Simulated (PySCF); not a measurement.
# Hartree-Fock beside MP2: CCl2H2Si

These are calculations, not measurements. They come from PySCF 2.14.0, an open-source quantum chemistry program, on an isolated molecule that a program drew, which may never have been made. The molecule is CCl2H2Si (charge 0, singlet), drawn as the SMILES string `C=[Si](Cl)Cl`.

The geometry was optimised and harmonic frequencies were computed with HF and MP2, all in the cc-pV(D+d)Z basis, for the commonest isotopes, with a restricted reference for singlets and an unrestricted one otherwise, and a frozen core in MP2. Each result is a local minimum of its method.

Geometry at the HF minimum:
```xyz
6
CCl2H2Si, angstrom
C     0.1217   -0.0109   -0.2778
Si   -0.1689   -1.3632    0.6617
Cl   -1.3094   -2.9450    0.1043
Cl    0.5668   -1.6647    2.5274
H     0.7423    0.7992    0.0831
H    -0.3041    0.0852   -1.2683
```

Lengths of the bonds as drawn, in Å (atoms numbered as above):
```
bond,HF,MP2
C1-Si2,1.672,1.696
Si2-Cl3,2.028,2.032
Si2-Cl4,2.028,2.032
C1-H5,1.082,1.094
C1-H6,1.082,1.094
```

Rotational constants, in GHz:
| constant | HF | MP2 |
|---|---|---|
| A | 4.615 | 4.579 |
| B | 2.597 | 2.566 |
| C | 1.662 | 1.644 |

Harmonic frequencies in cm^-1, each column in rising order, so a row needn't be the same motion in every method:
| rank | HF | MP2 |
|---|---|---|
| 1 | 204 | 181 |
| 2 | 224 | 192 |
| 3 | 225 | 205 |
| 4 | 512 | 497 |
| 5 | 573 | 543 |
| 6 | 622 | 610 |
| 7 | 757 | 615 |
| 8 | 794 | ? |
| 9 | 1108 | 1032 |
| 10 | 1476 | 1356 |
| 11 | 3312 | 3203 |
| 12 | 3417 | 3322 |

**Estimate the missing MP2 frequency from the HF column.**

A single factor s that minimises the squared misfit of MP2 against s times HF over the other rows is sum(HF x MP2) / sum(HF^2) = 0.9602, with an rms misfit of 43 cm^-1. For rank 8 it gives 0.9602 x 794 = 762 cm^-1. The calculation gives 745 cm^-1, 17 cm^-1 below the estimate. The drawn bonds are on average 0.8 % longer in MP2 than in HF.
